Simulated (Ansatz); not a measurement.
Relaxation of Cl2H2O2Si (7 atoms, charge 0, multiplicity 1), to a largest force component of 0.02 eV/Å in at most 40 steps.

Method: RKS PBE0/6-31G* (Ansatz 0.2.0).

```xyz
7
Properties=species:S:1:pos:R:3
Si 0.000 0.000 0.000
Cl 0.000 0.000 2.130
O 1.584 0.000 -0.559
H 1.901 -0.952 -0.676
O -0.791 1.371 -0.559
H -1.749 1.140 -0.782
Cl -1.003 -1.738 -0.709
```

**Question.** Where does it end, and by what steps?

**Answer.** The run converged. After 8 steps the energy has fallen by 0.348 eV; H4 moved furthest, 0.56 Å.

| step | energy less start (eV) | largest force component (eV/Å) | accepted |
| --- | --- | --- | --- |
| 0 | 0.0000 | 1.869 | yes |
| 1 | -0.2458 | 0.945 | yes |
| 2 | -0.2893 | 0.355 | yes |
| 3 | -0.3029 | 0.477 | yes |
| 4 | -0.3130 | 0.119 | yes |
| 5 | -0.3359 | 0.138 | yes |
| 6 | -0.3462 | 0.079 | yes |
| 7 | -0.3473 | 0.058 | yes |
| 8 | -0.3476 | 0.018 | yes |

```xyz
7
Properties=species:S:1:pos:R:3
Si -0.053 -0.100 -0.095
Cl 0.125 -0.138 1.949
O 1.425 -0.159 -0.774
H 2.119 -0.617 -0.285
O -0.753 1.272 -0.621
H -1.714 1.274 -0.702
Cl -1.207 -1.711 -0.627
```

Whether the end is a true minimum wasn't checked by a vibrational analysis.

The run took 24 s on 2 threads of Arm Neoverse V2 (shared host), peak memory 0.19 GiB.
